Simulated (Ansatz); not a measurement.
Al(NH3)Cl3 (AlNCl₃H₃). Charge 0, multiplicity 1. Geometry r2SCAN-D4/def2-SVP.

```xyz
8

Al    0.708    0.523    0.481
N    -0.712   -0.527   -0.484
H    -1.566   -0.607    0.075
H    -0.398   -1.477   -0.698
H    -0.970   -0.085   -1.371
Cl    2.317    0.344   -0.889
Cl    0.855   -0.591    2.280
Cl   -0.234    2.420    0.606
```

B3LYP takes the VWN-RPA correlation.

**Question.** Estimate the orbital energies around the gap (eV) in Ansatz with PBE-D4/def2-TZVP, BLYP-D4/def2-TZVP, B3LYP-D4/6-31G, CAM-B3LYP-D4/def2-TZVP, ωB97M-V/def2-TZVP.

**Answer.** 
| orbital | PBE-D4/def2-TZVP | BLYP-D4/def2-TZVP | B3LYP-D4/6-31G | CAM-B3LYP-D4/def2-TZVP | ωB97M-V/def2-TZVP |
| --- | --- | --- | --- | --- | --- |
| HOMO−9 | -11.81 | -11.65 | -13.82 | -15.13 | -16.11 |
| HOMO−8 | -9.74 | -9.57 | -11.37 | -12.74 | -13.66 |
| HOMO−7 | -8.90 | -8.71 | -10.37 | -11.75 | -12.65 |
| HOMO−6 | -8.90 | -8.71 | -10.37 | -11.75 | -12.65 |
| HOMO−5 | -7.72 | -7.55 | -9.10 | -10.56 | -11.48 |
| HOMO−4 | -7.70 | -7.51 | -8.94 | -10.54 | -11.46 |
| HOMO−3 | -7.70 | -7.51 | -8.94 | -10.54 | -11.46 |
| HOMO−2 | -7.47 | -7.28 | -8.75 | -10.27 | -11.18 |
| HOMO−1 | -7.47 | -7.28 | -8.75 | -10.26 | -11.18 |
| HOMO | -7.10 | -6.92 | -8.41 | -9.86 | -10.76 |
| LUMO | -1.37 | -1.41 | -0.85 | 0.21 | 0.91 |
| LUMO+1 | -0.18 | -0.06 | 0.00 | 1.70 | 2.43 |
| LUMO+2 | 0.58 | 0.54 | 1.41 | 2.22 | 2.85 |
| LUMO+3 | 0.58 | 0.54 | 1.41 | 2.22 | 2.86 |
| LUMO+4 | 1.34 | 1.49 | 2.00 | 3.27 | 4.01 |
| LUMO+5 | 1.34 | 1.49 | 2.00 | 3.27 | 4.01 |
